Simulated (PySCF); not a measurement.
ClPb, doublet, geometry from GFN2-xTB (such geometries of metal compounds can be far from the true shape) (the spin is typed, not shown lowest) (core potentials on Pb), with bond 2-1 at 2.0 times its length; PySCF with HF/def2-SVP.

Here is a job for PySCF.
```python
from pyscf import gto, scf

mol = gto.M(
    atom='''
Pb   -0.000000   -0.000000   -0.434725
Cl    0.000000    0.000000    4.628539
''',
    basis='def2-svp',
    ecp={'Pb': 'def2-svp'},
    charge=0,
    spin=1,
    verbose=4,
)

mf = scf.UHF(mol)
mf.level_shift = 0.5
mf.max_cycle = 100
mf.kernel()
```

It wrote (shortened):

```
PySCF version 2.14.0

[INPUT] verbose = 4
[INPUT] num. atoms = 2
[INPUT] num. electrons = 39
[INPUT] charge = 0
[INPUT] spin (= nelec alpha-beta = 2S) = 1
[INPUT] symmetry False subgroup None
[INPUT] Mole.unit = angstrom
[INPUT] Symbol           X                Y                Z      unit          X                Y                Z       unit  Magmom
[INPUT]  1 Pb     0.000000000000   0.000000000000  -0.434725000000 AA    0.000000000000   0.000000000000  -0.821511189502 Bohr   0.0
[INPUT]  2 Cl     0.000000000000   0.000000000000   4.628539000000 AA    0.000000000000   0.000000000000   8.746671066868 Bohr   0.0

nuclear repulsion = 39.0878841956651
number of shells = 18
number of NR pGTOs = 97
number of NR cGTOs = 44
basis = def2-svp
ecp = {'Pb': 'def2-svp'}

******** <class 'pyscf.scf.uhf.UHF'> ********
method = UHF
initial guess = minao
damping factor = 0
level_shift factor = 0.5
DIIS = <class 'pyscf.scf.diis.CDIIS'>
diis_start_cycle = 1
diis_space = 8
diis_damp = 0
SCF conv_tol = 1e-09
SCF conv_tol_grad = None
SCF max_cycles = 100
direct_scf = True
direct_scf_tol = 1e-13
number electrons alpha = 20  beta = 19
Set gradient conv threshold to 3.16228e-05
init E= -626.563740672723

cycle= 1 E= -650.93706444685  delta_E= -24.4  |g|= 0.839  |ddm|= 8.85
cycle= 2 E= -651.071812810971  delta_E= -0.135  |g|= 0.115  |ddm|= 0.725
cycle= 3 E= -651.077429786503  delta_E= -0.00562  |g|= 0.0305  |ddm|= 0.14
cycle= 4 E= -651.078905066149  delta_E= -0.00148  |g|= 0.0193  |ddm|= 0.0613
cycle= 5 E= -651.079933923862  delta_E= -0.00103  |g|= 0.0163  |ddm|= 0.0426
cycle= 6 E= -651.080898649134  delta_E= -0.000965  |g|= 0.015  |ddm|= 0.0389
cycle= 7 E= -651.081895119484  delta_E= -0.000996  |g|= 0.0143  |ddm|= 0.042
cycle= 8 E= -651.082664187051  delta_E= -0.000769  |g|= 0.0132  |ddm|= 0.0309
cycle= 9 E= -651.083598404741  delta_E= -0.000934  |g|= 0.0158  |ddm|= 0.0519
cycle= 10 E= -651.084376232865  delta_E= -0.000778  |g|= 0.0152  |ddm|= 0.0372
cycle= 11 E= -651.084928757452  delta_E= -0.000553  |g|= 0.0134  |ddm|= 0.0297
cycle= 12 E= -651.085216970766  delta_E= -0.000288  |g|= 0.0112  |ddm|= 0.0201
cycle= 13 E= -651.085331699131  delta_E= -0.000115  |g|= 0.0104  |ddm|= 0.0172
cycle= 14 E= -651.085346844199  delta_E= -1.51e-05  |g|= 0.00996  |ddm|= 0.0147
cycle= 15 E= -651.085269377975  delta_E= 7.75e-05  |g|= 0.00987  |ddm|= 0.0112
cycle= 16 E= -651.085204347254  delta_E= 6.5e-05  |g|= 0.0101  |ddm|= 0.00836
cycle= 17 E= -651.085107459486  delta_E= 9.69e-05  |g|= 0.00927  |ddm|= 0.0107
cycle= 18 E= -651.085134493327  delta_E= -2.7e-05  |g|= 0.00794  |ddm|= 0.0078
cycle= 19 E= -651.085159233614  delta_E= -2.47e-05  |g|= 0.00755  |ddm|= 0.00532
cycle= 20 E= -651.08517692594  delta_E= -1.77e-05  |g|= 0.00747  |ddm|= 0.0033
cycle= 21 E= -651.085201170682  delta_E= -2.42e-05  |g|= 0.00745  |ddm|= 0.00461
cycle= 22 E= -651.085204250355  delta_E= -3.08e-06  |g|= 0.00747  |ddm|= 0.00236
cycle= 23 E= -651.085207575152  delta_E= -3.32e-06  |g|= 0.00745  |ddm|= 0.00191
cycle= 24 E= -651.085204453479  delta_E= 3.12e-06  |g|= 0.00735  |ddm|= 0.00358
cycle= 25 E= -651.085284730322  delta_E= -8.03e-05  |g|= 0.00778  |ddm|= 0.00692
cycle= 26 E= -651.085194449551  delta_E= 9.03e-05  |g|= 0.00811  |ddm|= 0.00767
cycle= 27 E= -651.085185812884  delta_E= 8.64e-06  |g|= 0.00795  |ddm|= 0.00261
cycle= 28 E= -651.085189755506  delta_E= -3.94e-06  |g|= 0.0082  |ddm|= 0.00378
cycle= 29 E= -651.085265641301  delta_E= -7.59e-05  |g|= 0.00782  |ddm|= 0.0077
cycle= 30 E= -651.085218982342  delta_E= 4.67e-05  |g|= 0.0081  |ddm|= 0.00509
cycle= 31 E= -651.085147597868  delta_E= 7.14e-05  |g|= 0.00788  |ddm|= 0.00612
cycle= 32 E= -651.085096542704  delta_E= 5.11e-05  |g|= 0.0076  |ddm|= 0.0045
cycle= 33 E= -651.08501476956  delta_E= 8.18e-05  |g|= 0.00663  |ddm|= 0.00959
cycle= 34 E= -651.084951082546  delta_E= 6.37e-05  |g|= 0.006  |ddm|= 0.00746
cycle= 35 E= -651.084893882925  delta_E= 5.72e-05  |g|= 0.00528  |ddm|= 0.00859
cycle= 36 E= -651.084846042662  delta_E= 4.78e-05  |g|= 0.00464  |ddm|= 0.00772
cycle= 37 E= -651.084806294467  delta_E= 3.97e-05  |g|= 0.00395  |ddm|= 0.0076
cycle= 38 E= -651.084774807954  delta_E= 3.15e-05  |g|= 0.00338  |ddm|= 0.00716
cycle= 39 E= -651.084748559713  delta_E= 2.62e-05  |g|= 0.00288  |ddm|= 0.00809
cycle= 40 E= -651.084736923209  delta_E= 1.16e-05  |g|= 0.00229  |ddm|= 0.0057
cycle= 41 E= -651.084734875656  delta_E= 2.05e-06  |g|= 0.00144  |ddm|= 0.00343
cycle= 42 E= -651.084733152348  delta_E= 1.72e-06  |g|= 0.00104  |ddm|= 0.00213
cycle= 43 E= -651.0847318582  delta_E= 1.29e-06  |g|= 0.000809  |ddm|= 0.00169
cycle= 44 E= -651.084730881134  delta_E= 9.77e-07  |g|= 0.00065  |ddm|= 0.00137
cycle= 45 E= -651.084730123989  delta_E= 7.57e-07  |g|= 0.000528  |ddm|= 0.00119
cycle= 46 E= -651.084729630219  delta_E= 4.94e-07  |g|= 0.000422  |ddm|= 0.000989
cycle= 47 E= -651.08472932421  delta_E= 3.06e-07  |g|= 0.000332  |ddm|= 0.000806
cycle= 48 E= -651.08472917481  delta_E= 1.49e-07  |g|= 0.000257  |ddm|= 0.000584
cycle= 49 E= -651.084729075317  delta_E= 9.95e-08  |g|= 0.000204  |ddm|= 0.000427
cycle= 50 E= -651.084728999692  delta_E= 7.56e-08  |g|= 0.000163  |ddm|= 0.000383
cycle= 51 E= -651.084728952618  delta_E= 4.71e-08  |g|= 0.000129  |ddm|= 0.000298
cycle= 52 E= -651.084728923222  delta_E= 2.94e-08  |g|= 0.000102  |ddm|= 0.000234
cycle= 53 E= -651.084728905926  delta_E= 1.73e-08  |g|= 7.93e-05  |ddm|= 0.000174
cycle= 54 E= -651.084728895174  delta_E= 1.08e-08  |g|= 6.27e-05  |ddm|= 0.000134
cycle= 55 E= -651.084728887877  delta_E= 7.3e-09  |g|= 4.99e-05  |ddm|= 0.000117
cycle= 56 E= -651.084728883132  delta_E= 4.75e-09  |g|= 3.96e-05  |ddm|= 9.42e-05
cycle= 57 E= -651.084728880099  delta_E= 3.03e-09  |g|= 3.12e-05  |ddm|= 7.82e-05
cycle= 58 E= -651.084728878346  delta_E= 1.75e-09  |g|= 2.41e-05  |ddm|= 6.11e-05
cycle= 59 E= -651.084728877373  delta_E= 9.74e-10  |g|= 1.83e-05  |ddm|= 4.64e-05
Extra cycle  E= -651.084728879491  delta_E= -2.12e-09  |g|= 2.09e-05  |ddm|= 7.7e-05
converged SCF energy = -651.084728879491  <S^2> = 0.75940174  2S+1 = 2.0093797
```
